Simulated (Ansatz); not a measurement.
Frontier orbitals of AlBH6N2, SMILES `[BH2][Al]([NH2])[NH2]`.

Total charge 0; spin multiplicity 1. The structure was optimised at the PBE0-D4/def2-TZVP level. It is one conformer, not always the lowest. Basis def2-TZVPP, the Gaussian-basis code of Ansatz.

| functional | HOMO (eV) | LUMO (eV) |
| --- | --- | --- |
| revPBE | -5.40 | -3.09 |

Question: Give HOMO and LUMO (eV) with LDA (SPW92), PBE, BLYP, r2SCAN, B97M-V, PBE0, B3LYP, r2SCANh, r2SCAN0, HSE06 (plane-wave form), BHLYP, CAM-B3LYP, LC-ωPBE, ωB97X-V, ωB97M-V, HF. (An estimate is asked.)

Answer: Ansatz gave: 
```
             functional    HOMO   LUMO
            LDA (SPW92)   -5.64  -3.49
                    PBE   -5.46  -3.21
                   BLYP   -5.33  -3.02
                 r2SCAN   -5.74  -2.88
                 B97M-V   -5.76  -3.04
                   PBE0   -6.81  -2.24
                  B3LYP   -6.57  -2.42
                r2SCANh   -6.24  -2.55
                r2SCAN0   -7.02  -2.05
HSE06 (plane-wave form)   -6.41  -2.62
                  BHLYP   -8.09  -1.19
              CAM-B3LYP   -8.24  -1.11
                LC-ωPBE   -9.67   0.07
                ωB97X-V   -9.27  -0.04
                ωB97M-V   -9.18  -0.30
                     HF  -10.15   1.14
```

B3LYP here is the variant with VWN-RPA as its local correlation; programs differ in this. LC-ωPBE has ω = 0.4 bohr⁻¹.
